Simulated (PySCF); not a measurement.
Species: benzotrifluoride, C7H5F3.
Z-matrix (Å and degrees, PBE0-D3(BJ)/def2-SVP geometry), rows numbered from 1:
```
F 
C   1  1.3391
F   2  1.3375  1  106.81
F   2  1.3357  1  107.18  3  -115.12
C   2  1.5033  1  111.43  3   122.07
C   5  1.3945  2  120.34  1   100.44
C   6  1.3933  5  119.70  2  -178.03
C   7  1.3935  6  120.11  5     0.09
C   8  1.3950  7  120.05  6    -0.19
C   9  1.3916  8  120.08  7     0.05
H   6  1.0913  5  119.74  2     2.39
H   7  1.0923  6  119.74  5  -179.78
H   8  1.0926  7  119.99  6   180.00
H   9  1.0923  8  120.12  7  -179.72
H  10  1.0920  5  119.84  2    -2.44
```

Jobs on this species (15 atoms, 74 electrons) with PySCF (density fitting). Hardware of each: Arm Neoverse V1, one thread, no GPU (shared host). The host was shared with other jobs, so the times are rough.

| level and settings | work | basis functions | SCF cycles | wall time |
| --- | --- | --- | --- | --- |
| B3LYP/pcJ-1 | spin–spin couplings from 8 perturbed nuclei, spin–dipole term for 3 of them | 320 | ? | ? |
| PBE0/pcSseg-1 | shieldings, charges and field gradients | 195 | ? | ? |
| PBE0-D3(BJ)/def2-SVP, grid level 1 | geometry optimisation from a GFN2-xTB start | 165 | 41 | 80 s |
| B3LYP/pcSseg-1 | shieldings | 195 | 14 | 27 s |
| CAM-B3LYP/def2-SVPD | 10 singlets by full TDDFT, 4 Tamm–Dancoff triplets, polarisability, ΔSCF ions | 249 | 13 | 4.7 min |

**Question.** Fill in the missing figures.

**Answer.** 
- B3LYP/pcJ-1; spin–spin couplings from 8 perturbed nuclei, spin–dipole term for 3 of them: 2.1 min, 14 SCF cycles
- PBE0/pcSseg-1; shieldings, charges and field gradients: 28 s, 14 SCF cycles

**Question.** What do all jobs in the table cost together?

**Answer.** About 9.1 min; the longest takes about 52 % of that, and about 10 times as long as the shortest.
